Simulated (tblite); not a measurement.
Species: C5H14F2N2Si.
Geometry (GFN2-xTB, Å), atoms numbered from 1 in this order:
```
atom  x, y, z in Å
C1     2.3727   -0.1645    0.8461
N2     1.7514   -0.2417   -0.4546
C3     2.7201   -0.4181   -1.5040
Si4    0.2520    0.5339   -0.7788
N5    -0.7797    0.0715    0.5317
C6    -0.9115   -1.3115    0.9257
C7    -1.9202    0.8783    0.8357
C8    -3.0756    0.7004   -0.1518
F9    -4.1992    1.3020    0.3146
F10   -2.7951    1.2947   -1.3371
H11    1.6114   -0.0151    1.6057
H12    2.9108   -1.0942    1.0566
H13    3.0912    0.6622    0.9015
H14    3.3143   -1.3166   -1.3139
H15    3.4059    0.4358   -1.5717
H16    2.2130   -0.5253   -2.4583
H17    0.2450    2.0017   -0.7330
H18   -0.1481    0.0389   -2.0992
H19   -1.1131   -1.3747    1.9994
H20    0.0205   -1.8250    0.7101
H21   -1.7179   -1.8298    0.3948
H22   -1.6346    1.9318    0.8122
H23   -2.3042    0.6360    1.8339
H24   -3.3208   -0.3511   -0.3581
```

Computed values, GFN2-xTB/tblite, gas phase, harmonic and unscaled. The method is semi-empirical: single wavenumbers can be off by several per cent or more. Modes of hydrogen on silicon can be 10 to 20 % off. One conformer, not necessarily the lowest.

Harmonic wavenumbers (cm⁻¹): 28.7, 49.0, 56.2, 69.5, 121.6, 142.4, 173.1, 202.0, 216.1, 238.9, 263.8, 283.4, 304.9, 365.4, 395.8, 439.0, 470.0, 532.5, 535.4, 636.6, 684.3, 718.1, 793.7, 805.6, 882.5, 1011.6, 1034.1, 1043.2, 1046.7, 1056.0, 1090.8, 1091.7, 1107.5, 1129.8, 1161.2, 1208.8, 1225.7, 1251.6, 1272.7, 1307.8, 1308.4, 1330.9, 1412.8, 1416.9, 1426.3, 1446.1, 1477.0, 1487.2, 1492.4, 1502.2, 1503.0, 1511.8, 2204.3, 2246.1, 2886.6, 2894.6, 2900.5, 2911.9, 2922.0, 2939.4, 2944.8, 2948.1, 2984.8, 3044.1, 3048.3, 3053.8.

A = 2498, B = 531.4, C = 477.7 MHz; mass 168.089 u (most abundant isotopes); point group C1, symmetry number 1.

Q: What is the zero-point energy?

A: ½Σν̃ = 41846 cm⁻¹ = 500.59 kJ/mol.

Q: Give the ideal-gas entropy at 298.15 K and 1 bar in the rigid-rotor, harmonic-oscillator model (classical rotation).

A: Translation 172.77, rotation 128.06, vibration 191.01: S = 491.8 J/(mol K).

Q: And Cp and H(298.15 K) − H(0)?

A: Cp = 207.74 J/(mol K), of which vibrations give 174.49 (their classical limit is 66 R = 548.8); H(298.15 K) − H(0) = 38.24 kJ/mol without the zero-point energy, 28.33 from vibrations.

Q: Blend soft modes into free rotors: weight 1/[1 + (100 cm⁻¹/ν̃)⁴] for the oscillator and the rest for a rotor with moment μB/(μ + B), μ = h/(8π²ν), B = 10⁻⁴⁴ kg m². What vibrational entropy results?

A: 170.02 J/(mol K) in place of 191.01, which changes −T·S at 298.15 K by +6.26 kJ/mol.

Q: How do the functions run with temperature in this model?

A: 
| T (K) | S (J/(mol K)) | Cp (J/(mol K)) | H − H(0) (kJ/mol) | G − H(0) (kJ/mol) | ln q(vib) |
| --- | --- | --- | --- | --- | --- |
| 100 | 329.1 | 105.1 | 6.93 | -25.97 | 3.43 |
| 200 | 419.3 | 159.0 | 20.26 | -63.60 | 7.66 |
| 300 | 493.1 | 208.7 | 38.63 | -109.31 | 11.62 |
| 500 | 622.4 | 301.8 | 90.02 | -221.15 | 18.95 |
| 800 | 786.7 | 397.0 | 196.06 | -433.32 | 29.02 |
| 1000 | 880.0 | 438.7 | 279.85 | -600.19 | 35.16 |

q(vib) and H(0) count from the zero-point level.

Q: What must be added to the electronic energy to get the Gibbs energy at 298.15 K and 1 bar?

A: ZPE + [H(298.15 K) − H(0)] − T·S = 500.59 + 38.24 − 146.64 = 392.19 kJ/mol.

Hindered rotation and anharmonicity are outside this model. Other conformers, if any are populated, would add a mixing term that is left out. The structure is chiral; the term R ln 2 for an equal mix with its mirror image is left out.
